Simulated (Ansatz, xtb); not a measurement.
**Ranking isomers of ClF2GeH3Si**

6 gas-phase structures of ClF2GeH3Si, found in a search over its isomers (lower ones may exist). Each was relaxed with GFN2-xTB:

A. `[F][GeH2][Si@H](F)Cl`, a singlet
B. `[F][Ge]([F])([SiH3])[Cl]`, a singlet
C. `[F][GeH]([F])[SiH2]Cl`, a singlet
D. `F[Si](F)(Cl)[GeH3]`, a singlet
E. `F[SiH](F)[GeH2][Cl]`, a singlet
F. `F[SiH2][Ge@H]([F])[Cl]`, a singlet

Task: Make a reasoned guess at their ranking by r2SCAN-D4/def2-SVP single-point energy.

Result: Calculated order at r2SCAN-D4/def2-SVP: D (0.0), E (12.2), A (25.1), F (29.2), B (35.7), C (38.1) kcal/mol.

Energies above the lowest of each column, in kcal/mol; the last columns are at B3LYP/6-31G* geometries and were run for some of them only (a dash: not run or not comparable):

| structure | GFN2-xTB | HF/STO-3G | r2SCAN-D4/def2-SVP | B3LYP/6-31G* | CCSD(T)/def2-SVP + ΔMP2/def2-TZVPP |
| --- | --- | --- | --- | --- | --- |
| D | 12.6 | 0.0 | 0.0 | 0.0 | 0.0 |
| E | 0.0 | 7.7 | 12.2 | 9.7 | 10.9 |
| A | 16.1 | 22.8 | 25.1 | 25.5 | 26.5 |
| F | 3.1 | 24.6 | 29.2 | – | – |
| B | 10.6 | 28.3 | 35.7 | – | – |
| C | 18.3 | 37.5 | 38.1 | – | – |

CCSD(T)/def2-SVP + ΔMP2/def2-TZVPP puts D lowest of those it was run on; GFN2-xTB picks E. Flexible structures stand in one conformer each, not always the lowest. Frequencies (B3LYP/6-31G*) were run for A, D, E alone. ΔMP2 is the change of the MP2 energy from the smaller to the larger basis.

Over these structures GFN2-xTB departs from r2SCAN-D4/def2-SVP by 10.4 kcal/mol on average once a common shift is removed. A GFN2-xTB relaxation took about 0.076 s and the r2SCAN-D4/def2-SVP energy about 1.5 s on a shared host (Ansatz 0.2.0, xtb 6.7.1 (Pople sets with spherical d functions)).
